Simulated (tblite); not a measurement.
Species: C7H11BO2.
Atom-mapped SMILES: `[CH2:1]=[CH:2]/[CH:3]=[CH:4]/[B:5]1[O:6][CH2:7][CH2:8][CH2:9][O:10]1` (hydrogens: H11, H12 on C1; H13 on C2; H14 on C3; H15 on C4; H16, H17 on C7; H18, H19 on C8; H20, H21 on C9)

Computed with GFN2-xTB (tblite), gas phase: L-BFGS steps from a force-field or distance-geometry start until the largest atomic force falls under 0.01 eV/Å.

The end geometry, which sets the zero of energy:
```
atom  x, y, z in Å
C1      4.4718    0.1652   -0.7360
C2      3.2747    0.4567   -1.2372
C3      2.0387    0.2551   -0.5192
C4      0.8245    0.5493   -1.0028
B5     -0.5093    0.3349   -0.2201
O6     -0.4614   -0.1961    1.0351
C7     -1.6524   -0.4095    1.7589
C8     -2.8428   -0.6373    0.8290
C9     -2.9041    0.5161   -0.1708
O10    -1.6727    0.6939   -0.8343
H11     5.3801    0.3265   -1.2907
H12     4.5797   -0.2446    0.2549
H13     3.1872    0.8689   -2.2344
H14     2.1206   -0.1631    0.4754
H15     0.7585    0.9678   -2.0002
H16    -1.4865   -1.2819    2.4007
H17    -1.8344    0.4642    2.3995
H18    -3.7685   -0.6998    1.3998
H19    -2.6920   -1.5714    0.2844
H20    -3.1605    1.4496    0.3482
H21    -3.6602    0.3271   -0.9406
```

Question: These geometries come from the run, each turned onto the end geometry. Order them by energy, lowest first.
A.
```
atom  x, y, z in Å
C1      4.5036    0.0216   -1.0940
C2      3.3110    0.6046   -1.0664
C3      2.0852   -0.0091   -0.6184
C4      0.9383    0.6720   -0.6398
B5     -0.4616    0.3068   -0.0498
O6     -0.5674    0.1162    1.2926
C7     -1.8371   -0.0807    1.8808
C8     -2.8688   -0.6178    0.8919
C9     -2.8384    0.1965   -0.3950
O10    -1.5289    0.3279   -0.8918
H11     5.3585    0.5858   -1.4318
H12     4.6595   -1.0114   -0.8106
H13     3.2092    1.6453   -1.3613
H14     2.1225   -1.0339   -0.2724
H15     0.9584    1.6784   -1.0469
H16    -1.7098   -0.7783    2.7173
H17    -2.1546    0.8823    2.2958
H18    -3.8624   -0.5644    1.3239
H19    -2.6388   -1.6650    0.6864
H20    -3.2598    1.2006   -0.2462
H21    -3.4278   -0.3058   -1.1648
```
B.
```
atom  x, y, z in Å
C1      4.4322    0.0583   -0.7249
C2      3.2669    0.4701   -1.2173
C3      2.0033    0.2523   -0.5544
C4      0.8132    0.6664   -1.0110
B5     -0.5227    0.4203   -0.2392
O6     -0.4408   -0.0735    1.0300
C7     -1.6160   -0.3297    1.7636
C8     -2.7815   -0.6763    0.8401
C9     -2.9250    0.4473   -0.1855
O10    -1.7074    0.7021   -0.8520
H11     5.3659    0.2398   -1.2286
H12     4.4890   -0.4755    0.2101
H13     3.2313    1.0049   -2.1579
H14     2.0375   -0.2776    0.3884
H15     0.7747    1.1876   -1.9599
H16    -1.3944   -1.1547    2.4500
H17    -1.8641    0.5606    2.3571
H18    -3.6995   -0.7990    1.4139
H19    -2.5546   -1.6079    0.3172
H20    -3.2545    1.3692    0.3119
H21    -3.6624    0.1868   -0.9521
```
C.
```
atom  x, y, z in Å
C1      4.4536    0.0959   -0.7480
C2      3.2726    0.4703   -1.2326
C3      2.0291    0.2643   -0.5284
C4      0.8250    0.6402   -0.9805
B5     -0.5108    0.3907   -0.2112
O6     -0.4529   -0.1285    1.0483
C7     -1.6404   -0.3647    1.7691
C8     -2.8155   -0.6588    0.8376
C9     -2.9146    0.4649   -0.1933
O10    -1.6818    0.6987   -0.8369
H11     5.3735    0.2557   -1.2839
H12     4.5370   -0.3873    0.2127
H13     3.2063    0.9554   -2.1987
H14     2.0961   -0.2347    0.4296
H15     0.7689    1.1326   -1.9440
H16    -1.4459   -1.2120    2.4357
H17    -1.8581    0.5176    2.3863
H18    -3.7438   -0.7337    1.4033
H19    -2.6298   -1.6016    0.3175
H20    -3.2362    1.3975    0.2901
H21    -3.6414    0.2091   -0.9731
```
D.
```
atom  x, y, z in Å
C1      4.4165   -0.1386   -1.0977
C2      3.2933    0.5686   -1.1724
C3      2.0614    0.2096   -0.5033
C4      0.9209    0.9025   -0.5969
B5     -0.4671    0.5272    0.0345
O6     -0.5778    0.2029    1.3515
C7     -1.8505   -0.0967    1.8865
C8     -2.7596   -0.7401    0.8411
C9     -2.8225    0.1964   -0.3647
O10    -1.5333    0.5507   -0.8141
H11     5.3107    0.1796   -1.6039
H12     4.4752   -1.0509   -0.5292
H13     3.2779    1.4765   -1.7611
H14     2.0996   -0.6857    0.1036
H15     0.9214    1.7670   -1.2494
H16    -1.6885   -0.7601    2.7437
H17    -2.3056    0.8365    2.2436
H18    -3.7584   -0.9053    1.2465
H19    -2.3265   -1.6974    0.5426
H20    -3.3643    1.1129   -0.0934
H21    -3.3318   -0.2841   -1.2080
```
E.
```
atom  x, y, z in Å
C1      4.5715    0.1538   -1.0718
C2      3.3713    0.7122   -0.9365
C3      2.1511   -0.0407   -0.7299
C4      0.9200    0.4728   -0.6890
B5     -0.4949    0.0060   -0.1906
O6     -0.5593   -0.3068    1.1431
C7     -1.7886   -0.1213    1.8039
C8     -2.9843   -0.5477    0.9587
C9     -2.8973    0.1989   -0.3722
O10    -1.6049    0.2428   -0.9431
H11     5.4742    0.7204   -1.2430
H12     4.7050   -0.9144   -1.0277
H13     3.2802    1.7885   -0.9553
H14     2.2954   -1.0994   -0.6194
H15     0.8477    1.5418   -0.8399
H16    -1.7223   -0.6594    2.7493
H17    -1.9126    0.9455    2.0267
H18    -3.9095   -0.2703    1.4657
H19    -2.9866   -1.6259    0.8190
H20    -3.2380    1.2265   -0.2138
H21    -3.5269   -0.2518   -1.1347
```

Answer: C (0.003 eV), B (0.007 eV), D (0.079 eV), A (0.175 eV), E (0.367 eV).

In the order of the answer:

```
step  E above end (eV)  largest force (eV/Å)  rms force component (eV/Å)  rms distance from end (Å)  rms bond change (Å)  bond most changed (Å)
 153             0.003                  0.03                       0.012                      0.085                0.000          C8–H19 +0.001
 136             0.007                  0.04                       0.011                      0.132                0.001          C9–O10 +0.001
  62             0.079                  0.10                       0.035                      0.574                0.002           C4–B5 +0.009
  39             0.175                  0.22                       0.092                      0.651                0.003           C3=C4 -0.006
  15             0.367                  0.38                       0.122                      0.757                0.005           C4–B5 +0.010
```

The cost below is that of the whole relaxation. On an Arm Neoverse N1 with one thread, shared host, this took 2.1 s wall.
